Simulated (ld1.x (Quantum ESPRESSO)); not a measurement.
# Logarithmic derivatives: indium, TM

In, norm-conserving Troullier–Martins (Kleinman–Bylander form), made with ld1.x (Quantum ESPRESSO) 7.5 (PBE, scalar-relativistic). Core [Kr], reference 4d10 5s2 5p0 (charge +1). Waves: 5p (bound, empty): rc 2.60 bohr; 4d (bound): rc 1.70 bohr; 5s (bound): rc 1.80 bohr. Local part: the s channel. Core correction: none.

The phase is arctan(r·u′/u) with u = r·R(r), unwrapped; energies in Ry, scanned from -4 to 5 Ry. A pole is an energy at which the radial function vanishes at the test radius. The pseudo phase is shifted by a multiple of π to meet the all-electron one at the reference energy, and phase errors are pseudo minus all-electron; the curves can meet again beyond the range given. Levels narrower than the energy grid can be missing from the lists of poles.

Task: For each channel, where are the poles, and over which energies does the pseudopotential scatter like the atom?

Result:

```tsv
channel	radius (bohr)	reference energy (Ry)	poles, all-electron	poles, pseudo	unbroken range about the reference energy with phases within 0.05 rad	phase error 1 Ry above the reference energy (rad)
s	2.86	-1.10	-0.08	-0.10, 4.50	below 1.4	-0.004
p	2.86	-0.62	1.01	0.97	below 2.7	-0.004
d	2.86	-1.92	-1.86, 3.01	-1.86, 3.72	below -0.1	+0.008
```

Phases in the d channel:

| E (Ry) | all-electron | pseudo |
| --- | --- | --- |
| -4.00 | 1.383 | 1.383 |
| -3.52 | 1.367 | 1.367 |
| -3.04 | 1.345 | 1.345 |
| -2.56 | 1.306 | 1.308 |
| -2.08 | 1.101 | 1.104 |
| -1.60 | -1.771 | -1.768 |
| -1.12 | -1.861 | -1.856 |
| -0.64 | -1.953 | -1.939 |
| -0.16 | -2.114 | -2.075 |
| 0.32 | -2.531 | -2.382 |
| 0.80 | -3.601 | -3.212 |
| 1.28 | -4.276 | -4.077 |
| 1.76 | -4.505 | -4.401 |
| 2.24 | -4.614 | -4.541 |
| 2.72 | -4.681 | -4.619 |
| 3.20 | -4.731 | -4.670 |
| 3.68 | -4.776 | -4.709 |
| 4.16 | -4.821 | -4.742 |
| 4.64 | -4.878 | -4.772 |
